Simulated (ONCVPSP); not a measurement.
# nitrogen: excitation energies, all-electron against ONCV

N, optimised norm-conserving Vanderbilt (ONCV), made with ONCVPSP 4.0.1 (LDA (Perdew-Zunger), non-relativistic). Core [He], reference 2s2 2p3. Waves: 2s: rc 0.85 bohr, ncon 4, nbas 7, qcut 9.5 1/bohr, 2 projectors, debl 3.5 Ha; 2p: rc 2.55 bohr, ncon 3, nbas 7, qcut 5.5 1/bohr, 2 projectors, debl 2.3 Ha; d scattering state at 0.3 Ha: rc 2.30 bohr, ncon 3, nbas 7, qcut 4.3 1/bohr, 2 projectors, debl 3.6 Ha. Local part: polynomial inside 0.85 bohr (lpopt 5, dvloc0 6 Ha). Core correction: polynomial model core, fcfact 0.55.

Energies are relative to the spin-unpolarised reference configuration 2s2 2p3; without spin polarisation the order of configurations can differ from experiment.

```
valence configuration  charge  ΔE all-electron (eV)  error AE − PS (meV)
              2s2 2p2      +1                13.737                 +195
              2s2 2p0      +3                89.879                +4463
              2s1 2p3      +1                25.157                 -147
```

(1) What are ΔE and the potential's error for 2s2 2p1?

## Answers

(1) ΔE = 42.712 eV all-electron; the error (AE − PS) is +1336 meV.
